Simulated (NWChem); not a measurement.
System: YCl$_{2}$F; SMILES [F][Y]([Cl])[Cl]

The following NWChem deck was run.

```
start job
memory heap 200 mb stack 900 mb global 1100 mb
geometry units angstroms noautoz
  Y      0.307717     0.142098     0.065993
  F      2.102786    -0.535413    -0.389619
  Cl    -0.690025    -0.505411     2.208474
  Cl    -0.850834     1.602208    -1.526048
end
basis spherical
  * library def2-svp
end
ecp
  Y library def2-ecp
end
dft
  xc xpbe96 cpbe96
  iterations 150
  vectors input atomic output neutral.movecs
end
task dft energy
charge 1
dft
  odft
  mult 2
  vectors input atomic output cation.movecs
end
task dft energy
```

Output (shortened):

```
             Northwest Computational Chemistry Package (NWChem) 7.3.0
             --------------------------------------------------------

 CS  symmetry detected

                             Geometry "geometry" -> ""
                             -------------------------

 Output coordinates in angstroms (scale by  1.889725989 to convert to a.u.)

  No.       Tag          Charge          X              Y              Z
 ---- ---------------- ---------- -------------- -------------- --------------
    1 Y                   39.0000     0.27472544    -0.00009794     0.00000000
    2 F                    9.0000     2.24674060    -0.00578535     0.00000000
    3 Cl                  17.0000    -0.91220985    -2.14396511     0.00000000
    4 Cl                  17.0000    -0.90749354     2.14725263     0.00000000

 Effective nuclear repulsion energy (a.u.)     458.5514908426

      Symmetry information
      --------------------

 Group name             Cs
 Group number              2
 Group order               2
 No. of unique centers     4

 Summary of "ao basis" -> "ao basis" (spherical)
 ------------------------------------------------------------------------------
       Tag                 Description            Shells   Functions and Types
 ---------------- ------------------------------  ------  ---------------------
 Y                          def2-svp                11       31   5s3p2d1f
 F                          def2-svp                 6       14   3s2p1d
 Cl                         def2-svp                 8       18   4s3p1d

      Symmetry analysis of basis
      --------------------------

        a'         57
        a"         24

            General Information
            -------------------
          SCF calculation type: DFT
          Wavefunction type:  closed shell.
          No. of atoms     :     4
          No. of electrons :    54
           Alpha electrons :    27
            Beta electrons :    27
          Charge           :     0
          Spin multiplicity:     1
          Use of symmetry is: on ; symmetry adaption is: on
          Maximum number of iterations: 150
          AO basis - number of functions:    81
                     number of shells:    33
          Convergence on energy requested:  1.00D-06
          Convergence on density requested:  1.00D-05
          Convergence on gradient requested:  5.00D-04

              XC Information
              --------------
          PerdewBurkeErnzerhof Exchange Functional  1.000
            Perdew 1991 LDA Correlation Functional  1.000 local
           PerdewBurkeErnz. Correlation Functional  1.000 non-local

             Grid Information
             ----------------
          Grid used for XC integration:  medium
          Radial quadrature: Mura-Knowles
          Angular quadrature: Lebedev.
          Tag              B.-S. Rad. Rad. Pts. Rad. Cut. Ang. Pts.
          ---              ---------- --------- --------- ---------
          Y                   1.80      123          10.0       590
          F                   0.50       49          10.0       434
          Cl                  1.00       88          10.0       590
          Grid pruning is: on
          Number of quadrature shells:   348
          Spatial weights used:  Erf1

      Superposition of Atomic Density Guess
      -------------------------------------

 Sum of atomic energies:       -1061.59702523

      Non-variational initial energy
      ------------------------------

 Total energy =   -1055.742005
 1-e energy   =   -1840.373075
 2-e energy   =     599.250209
 HOMO         =      -0.456343
 LUMO         =      -0.089426

      Symmetry analysis of molecular orbitals - initial
      -------------------------------------------------

  Numbering of irreducible representations:

     1 a'          2 a"

  Orbital symmetries:

     1 a'          2 a'          3 a'          4 a'          5 a'
     6 a'          7 a'          8 a'          9 a"         10 a'
    11 a"         12 a'         13 a'         14 a'         15 a'
    16 a"         17 a'         18 a'         19 a'         20 a"
    21 a'         22 a'         23 a'         24 a"         25 a'
    26 a"         27 a'         28 a'         29 a"         30 a'
    31 a'         32 a"         33 a"         34 a'         35 a'
    36 a'         37 a'

   convergence    iter        energy       DeltaE   RMS-Dens  Diis-err
 ---------------- ----- ----------------- --------- --------- ---------
 d= 0,ls=0.0,diis     1  -1057.8123016584 -1.24D+03  5.50D-02  1.28D+00
 d= 0,ls=0.5,diis     2  -1051.6475911033  6.16D+00  1.37D-02  4.98D+01
 d= 0,ls=0.5,diis     3  -1054.4557756617 -2.81D+00  7.92D-03  2.68D+01
 d= 0,ls=0.5,diis     4  -1055.7440270153 -1.29D+00  8.57D-03  1.50D+01
 d= 0,ls=0.5,diis     5  -1056.7577010656 -1.01D+00  7.32D-03  5.72D+00
 d= 0,ls=0.5,diis     6  -1057.1976452320 -4.40D-01  6.99D-03  2.30D+00
 d= 0,ls=0.5,diis     7  -1057.4421375881 -2.44D-01  7.26D-03  5.31D-01
 d= 0,ls=0.5,diis     8  -1057.5686267984 -1.26D-01  1.01D-02  1.31D-01
 d= 0,ls=0.5,diis     9  -1057.7173343260 -1.49D-01  8.93D-03  2.01D-01
 d= 0,ls=0.5,diis    10  -1057.8158416262 -9.85D-02  6.40D-03  4.45D-01
  Resetting Diis
 d= 0,ls=0.5,diis    11  -1057.8605796355 -4.47D-02  4.43D-03  6.07D-01
 d= 0,ls=0.5,diis    12  -1057.8695935553 -9.01D-03  1.24D-02  7.66D-01
 d= 0,ls=0.5,diis    13  -1057.9244899277 -5.49D-02  3.63D-03  7.12D-01
 d= 0,ls=0.5,diis    14  -1057.9722491742 -4.78D-02  2.34D-03  1.31D-01
 d= 0,ls=0.5,diis    15  -1057.9876535693 -1.54D-02  1.37D-03  3.16D-02
 d= 0,ls=0.5,diis    16  -1057.9934017507 -5.75D-03  8.48D-04  5.44D-03
 d= 0,ls=0.5,diis    17  -1057.9954408773 -2.04D-03  6.10D-04  1.99D-03
 d= 0,ls=0.5,diis    18  -1057.9964668772 -1.03D-03  4.59D-04  1.11D-03
 d= 0,ls=0.5,diis    19  -1057.9970391812 -5.72D-04  3.48D-04  7.01D-04
 d= 0,ls=0.5,diis    20  -1057.9973728796 -3.34D-04  2.65D-04  4.11D-04
 d= 0,ls=0.5,diis    21  -1057.9975697907 -1.97D-04  2.01D-04  2.07D-04
 d= 0,ls=0.5,diis    22  -1057.9976812825 -1.11D-04  1.53D-04  1.09D-04
 d= 0,ls=0.5,diis    23  -1057.9977448249 -6.35D-05  1.16D-04  6.04D-05
 d= 0,ls=0.5,diis    24  -1057.9977813117 -3.65D-05  8.81D-05  3.36D-05
 d= 0,ls=0.5,diis    25  -1057.9978022821 -2.10D-05  6.71D-05  1.92D-05
 d= 0,ls=0.5,diis    26  -1057.9978144056 -1.21D-05  5.11D-05  1.11D-05
 d= 0,ls=0.5,diis    27  -1057.9978214493 -7.04D-06  3.90D-05  6.30D-06
 d= 0,ls=0.5,diis    28  -1057.9978255278 -4.08D-06  2.97D-05  3.62D-06
 d= 0,ls=0.5,diis    29  -1057.9978278968 -2.37D-06  2.27D-05  2.10D-06
 d= 0,ls=0.5,diis    30  -1057.9978292753 -1.38D-06  1.73D-05  1.22D-06
 d= 0,ls=0.5,diis    31  -1057.9978300777 -8.02D-07  1.32D-05  7.11D-07
 d= 0,ls=0.5,diis    32  -1057.9978305461 -4.68D-07  1.01D-05  4.14D-07
 d= 0,ls=0.5,diis    33  -1057.9978308196 -2.73D-07  7.73D-06  2.41D-07

         Total DFT energy =    -1057.997830979228
      One electron energy =    -1844.343233698333
           Coulomb energy =      672.630059666346
    Exchange-Corr. energy =      -71.665517487202
 Nuclear repulsion energy =      185.380860539962

 Numeric. integr. density =       54.000006105334

                  Occupations of the irreducible representations
                  ----------------------------------------------

                     irrep           alpha         beta
                     --------     --------     --------
                     a'               21.0         21.0
                     a"                6.0          6.0

                       DFT Final Molecular Orbital Analysis
                       ------------------------------------

 Vector   25  Occ=2.000000D+00  E=-2.850506D-01  Symmetry=a"
              MO Center= -8.5D-01,  4.1D-02, -6.0D-15, r^2= 5.6D+00
   Bfn.  Coefficient  Atom+Function         Bfn.  Coefficient  Atom+Function
  ----- ------------  ---------------      ----- ------------  ---------------
    76      0.435705  4 Cl pz                58      0.427556  3 Cl pz
    73      0.324460  4 Cl pz                55      0.318266  3 Cl pz
    70      0.190446  4 Cl pz                52      0.186815  3 Cl pz
     8     -0.116255  1 Y  pz                14      0.100612  1 Y  pz
    18      0.090469  1 Y  d  1              11      0.065371  1 Y  pz

 Vector   26  Occ=2.000000D+00  E=-2.829520D-01  Symmetry=a'
              MO Center= -7.8D-01, -1.5D-02,  2.1D-15, r^2= 5.7D+00
   Bfn.  Coefficient  Atom+Function         Bfn.  Coefficient  Atom+Function
  ----- ------------  ---------------      ----- ------------  ---------------
    56      0.295912  3 Cl px                74      0.291356  4 Cl px
    57     -0.289528  3 Cl py                75      0.289197  4 Cl py
    53      0.233435  3 Cl px                71      0.230057  4 Cl px
    54     -0.218227  3 Cl py                72      0.217934  4 Cl py
     6     -0.166787  1 Y  px                50      0.135764  3 Cl px

 Vector   27  Occ=2.000000D+00  E=-2.764920D-01  Symmetry=a'
              MO Center= -8.5D-01,  2.2D-02, -4.6D-15, r^2= 5.7D+00
   Bfn.  Coefficient  Atom+Function         Bfn.  Coefficient  Atom+Function
  ----- ------------  ---------------      ----- ------------  ---------------
    74     -0.436208  4 Cl px                56      0.432546  3 Cl px
    71     -0.321264  4 Cl px                53      0.318383  3 Cl px
    68     -0.188439  4 Cl px                50      0.186760  3 Cl px
    75     -0.113758  4 Cl py                57     -0.111770  3 Cl py
     7      0.100426  1 Y  py                72     -0.087559  4 Cl py

 Vector   28  Occ=0.000000D+00  E=-1.279050D-01  Symmetry=a'
              MO Center=  2.7D-01,  1.8D-04, -5.3D-15, r^2= 3.6D+00
   Bfn.  Coefficient  Atom+Function         Bfn.  Coefficient  Atom+Function
  ----- ------------  ---------------      ----- ------------  ---------------
    17      0.635083  1 Y  d  0               4      0.524730  1 Y  s
     2     -0.316966  1 Y  s                  5      0.296820  1 Y  s
     3     -0.221280  1 Y  s                  1      0.177589  1 Y  s
    22      0.175863  1 Y  d  0              19      0.061803  1 Y  d  2
    48     -0.061676  3 Cl s                 66     -0.061621  4 Cl s

 Vector   29  Occ=0.000000D+00  E=-8.190381D-02  Symmetry=a"
              MO Center=  1.5D-01, -2.8D-04,  1.7D-13, r^2= 2.6D+00
   Bfn.  Coefficient  Atom+Function         Bfn.  Coefficient  Atom+Function
  ----- ------------  ---------------      ----- ------------  ---------------
    16      0.903503  1 Y  d -1              58      0.232596  3 Cl pz
    76     -0.231674  4 Cl pz                21      0.180387  1 Y  d -1
    55      0.136357  3 Cl pz                73     -0.135855  4 Cl pz
    52      0.077761  3 Cl pz                70     -0.077474  4 Cl pz
    60     -0.032027  3 Cl d -1              78     -0.031874  4 Cl d -1

 Vector   30  Occ=0.000000D+00  E=-6.839956D-02  Symmetry=a"
              MO Center=  2.4D-01,  7.9D-04,  1.8D-15, r^2= 2.4D+00
   Bfn.  Coefficient  Atom+Function         Bfn.  Coefficient  Atom+Function
  ----- ------------  ---------------      ----- ------------  ---------------
    18      0.901658  1 Y  d  1              37     -0.218183  2 F  pz
    23      0.187171  1 Y  d  1              40      0.187506  2 F  pz
    76     -0.136654  4 Cl pz                58     -0.135200  3 Cl pz
    73     -0.080417  4 Cl pz                55     -0.079524  3 Cl pz
    11      0.048991  1 Y  pz                70     -0.045596  4 Cl pz

     Multipole analysis of the density
     ---------------------------------

     L   x y z        total         alpha         beta         nuclear
     -   - - -        -----         -----         ----         -------
     0   0 0 0     -0.000000    -27.000000    -27.000000     54.000000

     1   1 0 0      0.246353      7.391358      7.391358    -14.536362
     1   0 1 0      0.001140     -0.002021     -0.002021      0.005182
     1   0 0 1     -0.000000     -0.000000     -0.000000      0.000000

     2   2 0 0    -45.068230   -155.390594   -155.390594    265.712958
     2   1 1 0      0.014706      0.000389      0.000389      0.013927
     2   1 0 1     -0.000000     -0.000000     -0.000000      0.000000
     2   0 2 0    -46.950936   -302.954220   -302.954220    558.957505
     2   0 1 1     -0.000000     -0.000000     -0.000000      0.000000
     2   0 0 2    -34.053565    -17.026782    -17.026782      0.000000

                                 NWChem DFT Module
                                 -----------------

      Symmetry analysis of basis
      --------------------------

        a'         57
        a"         24

            General Information
            -------------------
          SCF calculation type: DFT
          Wavefunction type:  spin polarized.
          No. of atoms     :     4
          No. of electrons :    53
           Alpha electrons :    27
            Beta electrons :    26
          Charge           :     1
          Spin multiplicity:     2
          Use of symmetry is: on ; symmetry adaption is: on
          Maximum number of iterations: 150
          AO basis - number of functions:    81
                     number of shells:    33
          Convergence on energy requested:  1.00D-06
          Convergence on density requested:  1.00D-05
          Convergence on gradient requested:  5.00D-04

              XC Information
              --------------
          PerdewBurkeErnzerhof Exchange Functional  1.000
            Perdew 1991 LDA Correlation Functional  1.000 local
           PerdewBurkeErnz. Correlation Functional  1.000 non-local

             Grid Information
             ----------------
          Grid used for XC integration:  medium
          Radial quadrature: Mura-Knowles
          Angular quadrature: Lebedev.
          Tag              B.-S. Rad. Rad. Pts. Rad. Cut. Ang. Pts.
          ---              ---------- --------- --------- ---------
          Y                   1.80      123          10.0       590
          F                   0.50       49          10.0       434
          Cl                  1.00       88          10.0       590
          Grid pruning is: on
          Number of quadrature shells:   348
          Spatial weights used:  Erf1

      Superposition of Atomic Density Guess
      -------------------------------------

 Sum of atomic energies:       -1061.59702523

 Renormalizing density from      54.00 to     53

      Non-variational initial energy
      ------------------------------

 Total energy =   -1043.649970
 1-e energy   =   -1806.292092
 2-e energy   =     577.261261
 HOMO         =      -0.742460
 LUMO         =      -0.290460

   Symmetry analysis of molecular orbitals - initial alpha
   -------------------------------------------------------

  Numbering of irreducible representations:

     1 a'          2 a"

  Orbital symmetries:

     1 a'          2 a'          3 a'          4 a'          5 a'
     6 a'          7 a'          8 a'          9 a"         10 a'
    11 a"         12 a'         13 a'         14 a'         15 a'
    16 a"         17 a'         18 a'         19 a'         20 a"
    21 a'         22 a'         23 a'         24 a'         25 a"
    26 a"         27 a'         28 a'         29 a"         30 a"
    31 a'         32 a'         33 a"         34 a'         35 a'
    36 a'         37 a'

   Symmetry analysis of molecular orbitals - initial beta
   ------------------------------------------------------

  Numbering of irreducible representations:

     1 a'          2 a"

  Orbital symmetries:

[...]
```

Level: PBE/def2-SVP with def2 effective core potentials on Y, vertical spin-unrestricted ions. Structure relaxed at the PBE0/def2-SVP level. No frequency run checked for a minimum. def2 effective core potentials on Y; no spin-orbit coupling.
